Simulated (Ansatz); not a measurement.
System: CHBrF, net charge 0, doublet state. It need not be the lowest isomer of its formula. 
Coordinates optimised at B3LYP-D3(BJ)/def2-TZVP (Ansatz, a quantum-chemistry and plane-wave program):
SMILES: F[CH]Br
```xyz
4

C     -0.3928     0.7341     0.8607
F     -0.8459     1.8163     0.2309
Br     0.2797    -0.6200    -0.2571
H      0.1810     0.9499     1.7553
```
Charge 0, spin multiplicity 2.

Computed values are from Ansatz. Correlated levels leave the core frozen unless marked. Open shells are spin-unrestricted. No spin-orbit coupling. The frozen core is the preceding noble-gas configuration, with the filled d and f shells of earlier blocks. Non-relativistic. Basis-set limits of correlation are two-point, X^-3; Hartree-Fock from the larger set. The bracket is a focal-point correction in the basis named.

```json
{
  "atomisation energy De": "1181.3 kJ/mol at RI-MP2/CBS(aug-cc-pVTZ,aug-cc-pVQZ)+[CCSD(T)-MP2]/aug-cc-pVTZ",
  "total_energy": "-2711.0423 Eh at RI-MP2/CBS(aug-cc-pVTZ,aug-cc-pVQZ)+[CCSD(T)-MP2]/aug-cc-pVTZ",
  "dipole_moment": "1.12 D at CCSD(T)/aug-cc-pVDZ",
  "T1 diagnostic": "0.017 at CCSD/aug-cc-pVTZ"
}
```
